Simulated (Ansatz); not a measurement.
Two members of one family (Series [BH3X]-), computed with Ansatz in the gas phase. The two geometries come from different levels. A dash marks a value that wasn't run or was left out as unsound. The structures are stationary points that may keep the symmetry of their start. Remarks come from the PBE and PBE0 runs and from stability tests at other levels; not every state was tested. A HOMO above zero means that the electron is unbound at that level and held by the basis, or that self-interaction error raises the level; the energy of removing that electron tells which.

First: [B(OMe)H3]- (singlet, charge -1, PBE-D4/def2-TZVPD geometry).

Cartesian coordinates in Å:
```
B -0.686 0.988 -0.155
O -0.356 -0.155 0.772
C 0.622 -0.999 0.271
H 0.330 -1.465 -0.704
H 0.824 -1.819 0.991
H 1.589 -0.469 0.078
H 0.338 1.686 -0.373
H -1.564 1.681 0.379
H -1.096 0.552 -1.261
```

```json
{"level": "PBE-D4/def2-SVPD", "HOMO (eV)": "0.31", "vertical IE (eV)": "–"}
{"level": "r2SCAN-D4/def2-TZVPD", "HOMO (eV)": "0.03", "vertical IE (eV)": "3.04"}
{"level": "PBE0-D4/def2-SVPD", "HOMO (eV)": "-1.05", "vertical IE (eV)": "–"}
{"level": "PBE0-D4/def2-TZVPD", "HOMO (eV)": "-1.07", "vertical IE (eV)": "3.20"}
{"level": "LC-ωPBE/def2-TZVPD", "HOMO (eV)": "-3.75", "vertical IE (eV)": "–"}
```

Remarks: HOMO above zero at PBE or PBE0.

Second: [B(NMe2)H3]- (singlet, charge -1, PBE0-D4/def2-SVPD geometry).

| atom | x (Å) | y (Å) | z (Å) |
| --- | --- | --- | --- |
| B1 | 0.955 | 0.018 | 1.111 |
| N2 | 0.342 | -0.008 | -0.313 |
| C3 | -0.410 | 1.164 | -0.630 |
| C4 | -0.422 | -1.184 | -0.582 |
| H5 | -0.738 | 1.169 | -1.691 |
| H6 | 0.200 | 2.064 | -0.453 |
| H7 | -1.337 | 1.275 | -0.006 |
| H8 | 0.177 | -2.083 | -0.371 |
| H9 | -1.351 | -1.260 | 0.046 |
| H10 | -0.752 | -1.228 | -1.642 |
| H11 | 1.657 | 1.036 | 1.253 |
| H12 | 1.643 | -1.006 | 1.296 |
| H13 | 0.036 | 0.042 | 1.982 |

**Question.** Estimate the same table for the second.

**Answer.** 
| level | HOMO (eV) | vertical IE (eV) |
| --- | --- | --- |
| PBE-D4/def2-SVPD | 0.70 | – |
| r2SCAN-D4/def2-TZVPD | 0.46 | 2.27 |
| PBE0-D4/def2-SVPD | -0.48 | – |
| PBE0-D4/def2-TZVPD | -0.53 | 2.40 |
| LC-ωPBE/def2-TZVPD | -3.09 | – |

Remarks: HOMO above zero at PBE or PBE0.
